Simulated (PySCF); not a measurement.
Zr(OEt)(H)3 (C₂H₈OZr), SMILES CC[O][ZrH3], multiplicity 1.

Geometry optimised at PBE0-D3(BJ)/def2-SVP. The spin state was assumed, not searched. The structure was generated by enumeration; whether it is a known compound was not checked. The def2 effective core potentials stand for the cores of Zr; spin–orbit coupling is left out. Other conformers were not sampled.

Calculation: TDA-CAM-B3LYP/def2-SVPD (PySCF).

Vertical excitations. Gas-phase values at a fixed geometry. State labels are in the subgroup Cs.

```tsv
state	symmetry	energy (eV)	λ (nm)	f	main pairs
S1	A"	4.36	285	0.000	HOMO−1→LUMO 49 %, HOMO→LUMO+1 47 %
S2	A"	4.57	271	0.000	HOMO→LUMO+1 47 %, HOMO−1→LUMO 45 %
S3	A'	4.57	271	0.000	HOMO→LUMO 48 %, HOMO−1→LUMO+1 44 %
S4	A'	4.98	249	0.026	HOMO−1→LUMO+1 42 %, HOMO→LUMO 39 %, HOMO−1→LUMO+3 8 %, HOMO→LUMO+4 7 %
S5	A'	5.30	234	0.001	HOMO→LUMO+2 88 %
S6	A"	5.31	233	0.001	HOMO−1→LUMO+2 88 %
S7	A'	5.68	218	0.048	HOMO−2→LUMO 83 %
S8	A"	5.69	218	0.049	HOMO−2→LUMO+1 83 %
S9	A"	5.97	208	0.000	HOMO→LUMO+3 51 %, HOMO−1→LUMO+4 38 %
S10	A'	6.17	201	0.047	HOMO→LUMO+4 48 %, HOMO−1→LUMO+3 32 %
T1	A"	3.98	312	0	HOMO−1→LUMO 49 %, HOMO→LUMO+1 46 %
T2	A"	4.08	304	0	HOMO→LUMO+1 46 %, HOMO−1→LUMO 43 %
T3	A'	4.09	303	0	HOMO→LUMO 49 %, HOMO−1→LUMO+1 40 %
T4	A'	4.27	290	0	HOMO−1→LUMO+1 47 %, HOMO→LUMO 39 %
```
Triplets are in the Tamm–Dancoff approximation.
